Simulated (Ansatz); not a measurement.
Saddle point of GeSi4H14O, singlet (Si₄H₁₀O ([OH][Si]([SiH3])([SiH3])[SiH3]) + GeH₄ → GeSi₄H₁₂O ([SiH3][Si]([SiH3])([SiH3])[O][GeH3]) + H₂; bonds formed: Ge1–O4, H2–H3; bonds broken: Ge1–H2, H3–O4), PBE0-D4/def2-TZVP structure:

| atom | x (Å) | y (Å) | z (Å) |
| --- | --- | --- | --- |
| Ge1 | -0.2812 | 1.0018 | 2.7339 |
| H2 | 1.5034 | 0.4564 | 2.8662 |
| H3 | 1.3539 | 0.2100 | 1.8120 |
| O4 | 0.5311 | 0.2857 | 1.0217 |
| Si5 | 0.1270 | -0.2006 | -0.5426 |
| Si6 | 1.8467 | 0.4292 | -2.0039 |
| Si7 | -1.8546 | 0.8660 | -1.1994 |
| Si8 | -0.1841 | -2.5233 | -0.6190 |
| H9 | -0.6416 | -0.0033 | 3.8397 |
| H10 | -1.5789 | 1.2092 | 1.8964 |
| H11 | 0.1373 | 2.3975 | 3.2251 |
| H12 | 1.5013 | -0.0354 | -3.3753 |
| H13 | 3.1362 | -0.1928 | -1.5964 |
| H14 | 2.0123 | 1.9080 | -2.0207 |
| H15 | -3.0373 | 0.3370 | -0.4702 |
| H16 | -1.7573 | 2.3341 | -0.9793 |
| H17 | -2.0417 | 0.6102 | -2.6552 |
| H18 | -0.5504 | -2.9175 | -2.0073 |
| H19 | 1.0587 | -3.2430 | -0.2281 |
| H20 | -1.2807 | -2.9293 | 0.3022 |

Energies are electronic, without zero-point energy. Barriers and step energies count from the start structure reached by relaxing down the imaginary mode; all methods use the PBE0-D4 structures, on which another method's saddle can fall below an end. Program: Ansatz 0.2.0. Basis: def2-TZVPP, with def2-QZVPP for the basis limit. Cores are frozen in the correlated methods. Filled d shells of the heavier atoms are correlated. The def2 sets are not built for correlating such inner shells, so the correlated values are less sure here. B3LYP uses VWN-RPA correlation. Extrapolation: Hartree–Fock as exp(−7.88 √X), correlation as X^−2.97.

| method | barrier (kcal/mol) | step energy (kcal/mol) |
| --- | --- | --- |
| SPW92 | 33.82 | 1.61 |
| PBE-D4 | 39.40 | -1.14 |
| BLYP-D4 | 41.69 | -3.30 |
| r2SCAN-D4 | ? | -2.31 |
| B97M-V | 44.86 | -1.17 |
| PBE0-D4 | 43.72 | -0.89 |
| B3LYP-D4 | ? | -2.71 |
| r2SCAN0-D4 | 45.60 | -1.71 |
| BHLYP-D4 | 49.67 | -2.88 |
| CAM-B3LYP-D4 | 46.81 | -2.08 |
| wB97X-V | ? | -2.21 |
| wB97M-V | 46.62 | -1.70 |
| B2PLYP | 46.40 | -2.96 |
| PBE-QIDH | 46.16 | -2.23 |
| RPA on PBE | 47.10 | -3.54 |
| HF | 60.50 | -2.51 |
| MP2 | 45.79 | -4.68 |
| CCSD | 49.81 | -2.43 |
| CCSD(T) | 47.11 | -3.08 |

(1) Fill in the withheld barriers. (Judge from chemistry; the value comes from the calculation.)

T1 diagnostic: at most 0.015.

Answers

(1) The calculation gives: B3LYP-D4 45.09; wB97X-V 47.55; r2SCAN-D4 42.55 kcal/mol. Each is the energy of the saddle less that of the start structure, by the same method.

For comparison, the barrier by CCSD(T) at an estimated basis limit (MP2 extrapolated from triple and quadruple zeta, plus CCSD(T) − MP2 in triple zeta) is 48.18 kcal/mol.

Labels in which every atom is bracketed show which atoms are joined, not bond orders.

For scale, one of the runs: CCSD(T)/def2-TZVPP, 443 basis functions, launched by `ansatz run in.yaml --threads 4 --pin off --events-out ev --progress --plain --max-ram 41984MiB --backend cuda --devices 0, --max-vram 37GiB`. Time: 43 s of wall clock on 4 CPU threads of an AMD EPYC 7R13 and a share of one NVIDIA H100; the host was shared. Peak host memory: 1.9 GiB.
